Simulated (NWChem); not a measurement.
System: RbF; SMILES [F][Rb]

Here is an NWChem input.

```
start job
memory heap 200 mb stack 900 mb global 1100 mb
geometry units angstroms
  Rb     0.000000     0.000000    -0.499970
  F      0.000000     0.000000     1.839304
end
basis spherical
  * library sto-3g
end
dft
  xc hfexch
  iterations 150
end
driver
  maxiter 120
end
task dft optimize
task dft freq
```

Parts of the log:

```
             Northwest Computational Chemistry Package (NWChem) 7.3.0
             --------------------------------------------------------

 ORDER OF PRIMARY AXIS IS BEING SET TO 4
 C4V symmetry detected

                             Geometry "geometry" -> ""
                             -------------------------

 Output coordinates in angstroms (scale by  1.889725989 to convert to a.u.)

  No.       Tag          Charge          X              Y              Z
 ---- ---------------- ---------- -------------- -------------- --------------
    1 Rb                  37.0000     0.00000000     0.00000000    -0.45768404
    2 F                    9.0000     0.00000000     0.00000000     1.88158996

 Effective nuclear repulsion energy (a.u.)      75.3293645451

      Symmetry information
      --------------------

 Group name             C4v
 Group number             18
 Group order               8
 No. of unique centers     2

                                Z-matrix (autoz)
                                --------

 Units are Angstrom for bonds and degrees for angles

      Type          Name      I     J     K     L     M      Value
      ----------- --------  ----- ----- ----- ----- ----- ----------
    1 Stretch                  1     2                       2.33927

  xc_inp: hfexch multiplicative factor not found.

                           NWChem Geometry Optimization
                           ----------------------------

 maximum gradient threshold         (gmax) =   0.000450
 rms gradient threshold             (grms) =   0.000300
 maximum cartesian step threshold   (xmax) =   0.001800
 rms cartesian step threshold       (xrms) =   0.001200
 fixed trust radius                (trust) =   0.300000
 source of zmatrix                         =   autoz

          -------------------
          Energy Minimization
          -------------------

 Using diagonal initial Hessian
 Scaling for Hessian diagonals: bonds = 1.00  angles = 0.25  torsions = 0.10

          --------
          Step   0

                                 NWChem DFT Module
                                 -----------------

 Summary of "ao basis" -> "ao basis" (spherical)
 ------------------------------------------------------------------------------
       Tag                 Description            Shells   Functions and Types
 ---------------- ------------------------------  ------  ---------------------
 Rb                          sto-3g                 10       22   5s4p1d
 F                           sto-3g                  3        5   2s1p

      Symmetry analysis of basis
      --------------------------

        a1         13
        a2          0
        b1          1
        b2          1
        e          12

            General Information
            -------------------
          SCF calculation type: DFT
          Wavefunction type:  closed shell.
          No. of atoms     :     2
          No. of electrons :    46
           Alpha electrons :    23
            Beta electrons :    23
          Charge           :     0
          Spin multiplicity:     1
          Use of symmetry is: on ; symmetry adaption is: on
          Maximum number of iterations: 150
          AO basis - number of functions:    27
                     number of shells:    13
          Convergence on energy requested:  1.00D-06
          Convergence on density requested:  1.00D-05
          Convergence on gradient requested:  5.00D-04

              XC Information
              --------------
                     Hartree-Fock (Exact) Exchange  1.000

      Superposition of Atomic Density Guess
      -------------------------------------

 Sum of atomic energies:       -3005.60529418

      Non-variational initial energy
      ------------------------------

 Total energy =   -3005.213999
 1-e energy   =   -4342.908825
 2-e energy   =    1262.365461
 HOMO         =      -0.365350
 LUMO         =       0.215816

      Symmetry analysis of molecular orbitals - initial
      -------------------------------------------------

 !! scf_movecs_sym_adapt:    2 vectors were symmetry contaminated

  Symmetry fudging
  Numbering of irreducible representations:

     1 a1          2 a2          3 b1          4 b2          5 e

  Orbital symmetries:

     1 a1          2 a1          3 a1          4 e           5 e
     6 a1          7 a1          8 a1          9 e          10 e
    11 a1         12 e          13 e          14 b1         15 b2
    16 a1         17 a1         18 a1         19 e          20 e
    21 e          22 e          23 a1         24 a1         25 e
    26 e          27 a1

 !! scf_movecs_sym_adapt:    2 vectors were symmetry contaminated

  Symmetry fudging

   convergence    iter        energy       DeltaE   RMS-Dens  Diis-err
 ---------------- ----- ----------------- --------- --------- ---------
 d= 0,ls=0.0,diis     1  -3005.5319051028 -3.08D+03  5.11D-02  1.45D-01

 !! scf_movecs_sym_adapt:    2 vectors were symmetry contaminated

  Symmetry fudging

 !! scf_movecs_sym_adapt:    2 vectors were symmetry contaminated

 d= 0,ls=0.0,diis     2  -3005.6053100402 -7.34D-02  6.74D-03  1.09D-02

 !! scf_movecs_sym_adapt:    2 vectors were symmetry contaminated

  Symmetry fudging
 d= 0,ls=0.0,diis     3  -3005.6083418879 -3.03D-03  4.22D-03  8.93D-04

 !! scf_movecs_sym_adapt:    2 vectors were symmetry contaminated

  Symmetry fudging

 !! scf_movecs_sym_adapt:    2 vectors were symmetry contaminated

 d= 0,ls=0.0,diis     4  -3005.6088461489 -5.04D-04  6.88D-04  4.33D-05

 !! scf_movecs_sym_adapt:    2 vectors were symmetry contaminated

  Symmetry fudging

 !! scf_movecs_sym_adapt:    2 vectors were symmetry contaminated

 d= 0,ls=0.0,diis     5  -3005.6088646785 -1.85D-05  1.77D-04  1.30D-06

 !! scf_movecs_sym_adapt:    2 vectors were symmetry contaminated

  Symmetry fudging

 !! scf_movecs_sym_adapt:    2 vectors were symmetry contaminated

 d= 0,ls=0.0,diis     6  -3005.6088655395 -8.61D-07  4.06D-05  6.95D-08

 !! scf_movecs_sym_adapt:    2 vectors were symmetry contaminated

  Symmetry fudging

 !! scf_movecs_sym_adapt:    2 vectors were symmetry contaminated

 d= 0,ls=0.0,diis     7  -3005.6088655819 -4.25D-08  7.71D-06  1.76D-09

         Total DFT energy =    -3005.608865581924
      One electron energy =    -4344.926625658814
           Coulomb energy =     1373.042806859286
    Exchange-Corr. energy =     -109.054411327506
 Nuclear repulsion energy =       75.329364545111

 Numeric. integr. density =        0.000000000000

                  Occupations of the irreducible representations
                  ----------------------------------------------

                     irrep           alpha         beta
                     --------     --------     --------
                     a1               11.0         11.0
                     a2                0.0          0.0
                     b1                1.0          1.0
                     b2                1.0          1.0
                     e                10.0         10.0

                       DFT Final Molecular Orbital Analysis
                       ------------------------------------

 Vector   21  Occ=2.000000D+00  E=-1.255442D-01  Symmetry=e
              MO Center= -8.5D-26, -2.4D-25,  1.9D+00, r^2= 3.7D-01
   Bfn.  Coefficient  Atom+Function         Bfn.  Coefficient  Atom+Function
  ----- ------------  ---------------      ----- ------------  ---------------
    26      0.938805  2 F  py                25      0.326111  2 F  px
    12     -0.094447  1 Rb py                16      0.077124  1 Rb py
    11     -0.032808  1 Rb px                 8      0.032314  1 Rb py
    15      0.026790  1 Rb px

 Vector   22  Occ=2.000000D+00  E=-1.255442D-01  Symmetry=e
              MO Center= -1.6D-25,  5.7D-26,  1.9D+00, r^2= 3.7D-01
   Bfn.  Coefficient  Atom+Function         Bfn.  Coefficient  Atom+Function
  ----- ------------  ---------------      ----- ------------  ---------------
    25      0.938805  2 F  px                26     -0.326111  2 F  py
    11     -0.094447  1 Rb px                15      0.077124  1 Rb px
    12      0.032808  1 Rb py                 7      0.032314  1 Rb px
    16     -0.026790  1 Rb py

 Vector   23  Occ=2.000000D+00  E=-7.294160D-02  Symmetry=a1
              MO Center=  3.0D-18,  3.3D-18,  1.5D+00, r^2= 1.3D+00
   Bfn.  Coefficient  Atom+Function         Bfn.  Coefficient  Atom+Function
  ----- ------------  ---------------      ----- ------------  ---------------
    27      0.862707  2 F  pz                14     -0.472643  1 Rb s
    10      0.346902  1 Rb s                 13      0.233017  1 Rb pz
    17     -0.148466  1 Rb pz                24      0.113030  2 F  s
     6     -0.109013  1 Rb s                  9     -0.081495  1 Rb pz
     2      0.045486  1 Rb s                  5      0.027310  1 Rb pz

 Vector   24  Occ=0.000000D+00  E= 3.037198D-01  Symmetry=a1
              MO Center=  9.3D-19, -4.2D-19, -7.1D-01, r^2= 3.1D+00
   Bfn.  Coefficient  Atom+Function         Bfn.  Coefficient  Atom+Function
  ----- ------------  ---------------      ----- ------------  ---------------
    14      1.112906  1 Rb s                 10     -0.719564  1 Rb s
    13      0.390553  1 Rb pz                17     -0.369691  1 Rb pz
    27      0.352983  2 F  pz                 6      0.222087  1 Rb s
     9     -0.130438  1 Rb pz                 2     -0.091529  1 Rb s
    24     -0.084002  2 F  s                  5      0.043525  1 Rb pz

 Vector   25  Occ=0.000000D+00  E= 5.591831D-01  Symmetry=e
              MO Center= -7.0D-24,  8.7D-24, -4.5D-01, r^2= 2.7D+00
   Bfn.  Coefficient  Atom+Function         Bfn.  Coefficient  Atom+Function
  ----- ------------  ---------------      ----- ------------  ---------------
    16      0.941059  1 Rb py                12     -0.781521  1 Rb py
    15     -0.755904  1 Rb px                11      0.627755  1 Rb px
     8      0.248707  1 Rb py                 7     -0.199773  1 Rb px
    26     -0.093756  2 F  py                 4     -0.082511  1 Rb py
    25      0.075309  2 F  px                 3      0.066277  1 Rb px

[...]

      ----------------------
      Optimization converged
      ----------------------

  Step       Energy      Delta E   Gmax     Grms     Xrms     Xmax
  ---- ---------------- -------- -------- -------- -------- --------
@    3   -3005.60906705 -1.3D-08  0.00000  0.00000  0.00011  0.00019
                                     ok       ok       ok       ok

                                Z-matrix (autoz)
                                --------

 Units are Angstrom for bonds and degrees for angles

      Type          Name      I     J     K     L     M      Value     Gradient
      ----------- --------  ----- ----- ----- ----- ----- ---------- ----------
    1 Stretch                  1     2                       2.36523    0.00000

                         Geometry "geometry" -> "geometry"
                         ---------------------------------

 Output coordinates in angstroms (scale by  1.889725989 to convert to a.u.)

  No.       Tag          Charge          X              Y              Z
 ---- ---------------- ---------- -------------- -------------- --------------
    1 Rb                  37.0000     0.00000000     0.00000000    -0.47066264
    2 F                    9.0000     0.00000000     0.00000000     1.89456855

 Effective nuclear repulsion energy (a.u.)      74.5026636628

      Symmetry information
      --------------------

 Group name             C4v
 Group number             18
 Group order               8
 No. of unique centers     2

                Final and change from initial internal coordinates
                --------------------------------------------------

                                Z-matrix (autoz)
                                --------

 Units are Angstrom for bonds and degrees for angles

      Type          Name      I     J     K     L     M      Value       Change
      ----------- --------  ----- ----- ----- ----- ----- ---------- ----------
    1 Stretch                  1     2                       2.36523    0.02596

 ==============================================================================
                                internuclear distances
 ------------------------------------------------------------------------------
       center one      |      center two      | atomic units |  angstroms
 ------------------------------------------------------------------------------
    2 F                |   1 Rb               |     4.46964  |     2.36523
 ------------------------------------------------------------------------------
                         number of included internuclear distances:          1
 ==============================================================================

[second-derivative integrals and response iterations left out]

  Vibrational analysis via the FX method

  See chapter 2 in "Molecular Vibrations" by Wilson, Decius and Cross

  Vib: Default input used

 ---------------------------- Atom information ----------------------------
     atom    #        X              Y              Z            mass
 --------------------------------------------------------------------------
    Rb       1  0.0000000D+00  0.0000000D+00 -8.8942342D-01  8.4911700D+01
    F        2  0.0000000D+00  0.0000000D+00  3.5802154D+00  1.8998400D+01
 --------------------------------------------------------------------------

[unprojected Hessian and modes left out]

        Vibrational analysis via the FX method
  --- with translations and rotations projected out ---
  --- via the Eckart algorithm                      ---
 Dependent rotation vector no.                    3
  found in ECKART; assuming linear geometry
 Projected Nuclear Hessian trans-rot subspace norm:7.7037D-34
                         (should be close to zero!)

[projected Hessian left out]

 Rotational Constants
 --------------------
 A=   0.000000 cm-1  (  0.000000 K)
 B=   0.194100 cm-1  (  0.279261 K)
 C=   0.194100 cm-1  (  0.279261 K)

 Temperature                      =   298.15K
 frequency scaling parameter      =   1.0000

 Linear Molecule

 Zero-Point correction to Energy  =    0.754 kcal/mol  (  0.001202 au)
 Thermal correction to Energy     =    2.363 kcal/mol  (  0.003766 au)
 Thermal correction to Enthalpy   =    2.955 kcal/mol  (  0.004709 au)

 Total Entropy                    =   56.244 cal/mol-K
   - Translational                =   39.814 cal/mol-K (mol. weight = 103.9101)
   - Rotational                   =   15.837 cal/mol-K (symmetry #  =        1)
   - Vibrational                  =    0.592 cal/mol-K

 Cv (constant volume heat capacity) =    6.154 cal/mol-K
   - Translational                  =    2.979 cal/mol-K
   - Rotational                     =    1.986 cal/mol-K
   - Vibrational                    =    1.188 cal/mol-K

[normal modes left out]

 ----------------------------------------------------------------------------
 Normal Eigenvalue ||           Projected Infra Red Intensities
  Mode   [cm**-1]  || [atomic units] [(debye/angs)**2] [(KM/mol)] [arbitrary]
 ------ ---------- || -------------- ----------------- ---------- -----------
    1       -0.000 ||    0.000000           0.000         0.000       0.000
    2       -0.000 ||    0.025177           0.581        24.544      17.964
    3       -0.000 ||    0.005192           0.120         5.062       3.705
    4        0.000 ||    0.023207           0.535        22.624      16.559
    5        0.000 ||    0.003222           0.074         3.141       2.299
    6      527.810 ||    0.027291           0.630        26.604      19.472
 ----------------------------------------------------------------------------
```

Level: Hartree-Fock/STO-3G, non-relativistic.
